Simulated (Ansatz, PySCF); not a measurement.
ZnF, SMILES [F][Zn] (connectivity only; charge and spin as stated), neutral, multiplicity 2. Atoms are numbered in the order given.

```xyz
2

Zn     0.0000     0.0000    -0.4065
F      0.0000     0.0000     1.3767
```
Charge 0, spin multiplicity 2.

Geometry optimised at r2SCAN-D4/def2-TZVPD. The multiplicity is an assumed one; other spin states were not compared.

Two levels are set side by side: PBE-D3(BJ)/def2-TZVPD (Ansatz, a program for electronic structure) and r2SCAN-D4/def2-TZVPD (Ansatz). Each level has its own optimised geometry; the coordinates shown are those of the second. Frequencies come from the Hessian of PySCF at each geometry. Differences are taken from unrounded values.

```tsv
quantity	r2SCAN-D4
bond Zn1–F2 (Å)	1.783
highest harmonic wavenumber (cm⁻¹)	599
mean harmonic wavenumber (cm⁻¹)	599
zero-point energy (kcal/mol)	0.86
```

### Question
What does PBE-D3(BJ) give, and how far is it from r2SCAN-D4? (The exact figures need the calculation; the answer reports its results.)

### Answer

```json
[
 {"quantity": "bond Zn1–F2 (Å)", "PBE-D3(BJ)": "1.811", "PBE-D3(BJ) minus r2SCAN-D4": "0.028"},
 {"quantity": "highest harmonic wavenumber (cm⁻¹)", "PBE-D3(BJ)": "555", "PBE-D3(BJ) minus r2SCAN-D4": "-44"},
 {"quantity": "mean harmonic wavenumber (cm⁻¹)", "PBE-D3(BJ)": "555", "PBE-D3(BJ) minus r2SCAN-D4": "-44"},
 {"quantity": "zero-point energy (kcal/mol)", "PBE-D3(BJ)": "0.79", "PBE-D3(BJ) minus r2SCAN-D4": "-0.06"}
]
```
